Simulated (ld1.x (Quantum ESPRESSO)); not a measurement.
**What the settings do to the TM potential of K (Z = 19)**

Base potential:

```json
{"Element": "potassium (K)", "Generator": "ld1.x (Quantum ESPRESSO) 7.5", "Type": "norm-conserving Troullier–Martins (Kleinman–Bylander form)", "Functional": "PBE", "Relativity": "scalar-relativistic", "Frozen core": "[Ne] 3s2", "Valence charge": "7", "Reference configuration": "3p6 4s1 4p0", "Partial waves": "3p (bound): rc 2.05 bohr; 3d channel at 0.05 Ry: rc 3.65 bohr; 4s (bound): rc 3.40 bohr", "Local potential": "the s channel", "Core correction": "Bessel-smoothed model core, default radius (core density twice the valence density)"}
```

All-electron outer shells of the reference configuration (PBE, scalar-relativistic, ld1.x):

| shell | level (eV) | outermost node (bohr) | outermost maximum (bohr) |
| --- | --- | --- | --- |
| 2p | -280.12 | – | 0.26 |
| 3s | -35.34 | 0.48 | 1.08 |
| 3p | -18.81 | 0.45 | 1.15 |
| 4s | -2.32 | 1.59 | 4.18 |
| 4p | -0.80 | 1.88 | 5.71 |

Cutoffs, loose and tight: the cutoffs (Ry, on a coarse ladder) from which the occupation-weighted sum of valence levels, in a spherical-Bessel basis at the reference potential, stays within 10 and 1 mRy of its value at 400 Ry. They do not see the model core or the augmentation charge, which bear on the density cutoff. Test errors are all-electron minus pseudo excitation energies from the reference, over the configurations 3p6 4s0 4p0; 3p6 4s0.5 4p0; 3p6 4s0 4p1; 3p5 4s1 4p0. A dash means not determined; rows that change the core or the reference have their own tests.

| change | outcome | cutoff, loose | cutoff, tight | bound ghosts | largest test error (meV) |
| --- | --- | --- | --- | --- | --- |
| base | generated | 25 Ry | 40 Ry | none | -339 |
| all radii but the core radius scaled by about 0.83 (s 2.82, p 1.70, d 3.04 bohr) | generated | 25 Ry | 45 Ry | none | -216 |
| all radii but the core radius scaled by about 0.92 (s 3.14, p 1.88, d 3.36 bohr) | generated | 25 Ry | 40 Ry | none | -327 |
| all radii but the core radius scaled by about 1.07 (s 3.64, p 2.20, d 3.92 bohr) | generated | 25 Ry | 40 Ry | none | -335 |
| all radii but the core radius scaled by about 1.15 (s 3.92, p 2.36, d 4.22 bohr) | generated | 25 Ry | 40 Ry | none | -308 |
| all radii but the core radius scaled by about 1.21 (s 4.12, p 2.48, d 4.42 bohr) | generated | 25 Ry | 35 Ry | none | -266 |
| all radii but the core radius scaled by about 1.30 (s 4.42, p 2.66, d 4.74 bohr) | generated | 21 Ry | 35 Ry | none | -174 |
| all radii but the core radius scaled by about 1.38 (s 4.68, p 2.82, d 5.02 bohr) | generated | 21 Ry | 35 Ry | none | -169 |

(1) What comes out with this change to the base: all radii but the core radius scaled by about 0.74 (s 2.50, p 1.52, d 2.70 bohr)?

Answers

(1) outcome: generated; cutoff, loose: 25 Ry; cutoff, tight: 50 Ry; bound ghosts: none; largest test error (meV): +351.

Reading the sweep of the scale of all radii but the core radius (base = 1) (base included, trends over the rows without a ghost): The loose cutoff stays near 25 Ry. The median size of the test errors (rows with all tests solved) is not monotonic: lowest 39.6 meV at 1.38, highest 83.4 meV at 1.3.
